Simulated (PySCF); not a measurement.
C4H4BFS.
Numbering: `[F:1][BH:2][c:3]1[cH:4][cH:5][cH:6][s:7]1` (hydrogens: H8 on B2; H9 on C4; H10 on C5; H11 on C6)

Computed by this run: PBE0-D3(BJ)/def2-SVP geometry optimisation, gas phase (PySCF); density fitting, grid level 1; the optimiser is geomeTRIC in internal coordinates, started from a GFN2-xTB structure with every atom displaced at random (about 0.01 Å).

Geometry at step 1:
```
atom  x, y, z in Å
F1      2.9290    0.6540    0.8013
B2      2.2870   -0.2473    0.0635
C3      0.7572   -0.2436    0.0699
C4     -0.0989    0.6108    0.7596
C5     -1.4652    0.3301    0.5528
C6     -1.6493   -0.7437   -0.2969
S7     -0.1682   -1.3891   -0.8363
H8      2.9509   -1.0315   -0.5786
H9      0.2808    1.4111    1.3966
H10    -2.2924    0.8794    1.0038
H11    -2.5983   -1.1738   -0.6202
```

Task: What forces act on the atoms?

Result: 
```
atom  Fx (eV/Å)  Fy (eV/Å)  Fz (eV/Å)
  F1      0.019     -0.027     -0.026
  B2      0.101     -0.003     -0.005
  C3     -0.276      0.145      0.103
  C4      0.192     -0.118     -0.076
  C5     -0.071     -0.139     -0.093
  C6     -0.005      0.114      0.076
  S7      0.020     -0.036     -0.007
  H8     -0.011      0.024      0.021
  H9     -0.024      0.021      0.011
 H10      0.013      0.021      0.012
 H11      0.042     -0.002     -0.016
```

The largest, 0.33 eV/Å, acts on C3; the rms over all components is 0.084 eV/Å. The forces sum to zero within rounding, as they must for an isolated molecule in no field.

Task: Give the force on C3 in Eh/bohr and in nN.

Result: 0.328 eV/Å ÷ 51.422 = 0.00638 Eh/bohr, and 0.328 eV/Å × 1.602 = 0.53 nN.

Task: How far is this geometry from the end of the optimisation?

Result: 0.002 eV above it, and 0.016 Å rms away after alignment. The bonds farthest from their final lengths, with half the difference of the two atoms' forces along the bond (positive lengthens):

| bond | now (Å) | final (Å) | force along bond (eV/Å) |
| --- | --- | --- | --- |
| C3–C4 | 1.392 | 1.387 | -0.27 |
| B2–C3 | 1.530 | 1.534 | +0.19 |
| C5–C6 | 1.382 | 1.378 | -0.15 |
| C4–C5 | 1.410 | 1.413 | +0.13 |

The angle farthest from its final value is B2–C3–S7, 122.1° against 121.0°.

What follows is the cost of the whole optimisation. Hardware: an Arm Neoverse N1 with one thread, shared host with 64 logical CPUs at a one-minute load of 35. Cost: 58 s wall, 0.51 GiB resident at most.
